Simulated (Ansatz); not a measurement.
Stepwise reaction of `[F][Ga]([F])[Cl]` with water, as a gas-phase model of exchange steps in deposition or etching. ΔE in kJ/mol; ΔG adds harmonic PBE0-D4 terms to CCSD(T)/CBS, at 1 bar.

Calculated with Ansatz (gas phase, PBE0-D4/def2-TZVP geometries, no zero-point term in ΔE). CCSD(T)/CBS adds triple-zeta CCSD(T) − MP2 to the extrapolated MP2 energy (def2 sets, frozen cores). This one scheme is used for every species. Functionals use def2-TZVPP. B3LYP here is the variant with VWN-RPA as its local correlation; programs differ in this. For Ga outer-core shells are correlated without core-valence functions, which leaves a few kJ/mol of doubt a bond. Scalar relativity is left out up to krypton. Each species was taken in one conformer, which may not be the lowest.

```csv
step,reaction,PBE-D4,B3LYP-D4,ωB97M-V,CCSD(T)/CBS,ΔG(500 K)
1,`[F][Ga]([F])[Cl]` + H₂O → `[OH][Ga]([F])[Cl]` + H–F,17.3,19.4,19.9,14.2,14.6
```

Problem. Give the row of step 2, `[OH][Ga]([F])[Cl]` + H₂O → `[OH][Ga]([OH])[Cl]` + H–F. (Best estimate.)

Solution. The calculation gave: 
| step | reaction | PBE-D4 | B3LYP-D4 | ωB97M-V | CCSD(T)/CBS | ΔG(500 K) |
| --- | --- | --- | --- | --- | --- | --- |
| 2 | `[OH][Ga]([F])[Cl]` + H₂O → `[OH][Ga]([OH])[Cl]` + H–F | 21.6 | 23.2 | 23.2 | 17.3 | 20.2 |

Problem. By hand: ΔE of the 2 steps together at CCSD(T)/CBS.

Solution. (14.2) + (17.3) = 31.5 kJ/mol, or 15.8 kJ/mol a step.

In ΔE the steps differ by no more than 3.1 kJ/mol. All are uphill at CCSD(T)/CBS. ΔG lies between 14.6 and 20.2 kJ/mol a step. PBE-D4 differs from CCSD(T)/CBS by 3.1 to 4.3 kJ/mol a step. Isolated molecules leave out the surface, adducts and barriers. Largest T1 diagnostic: 0.014.
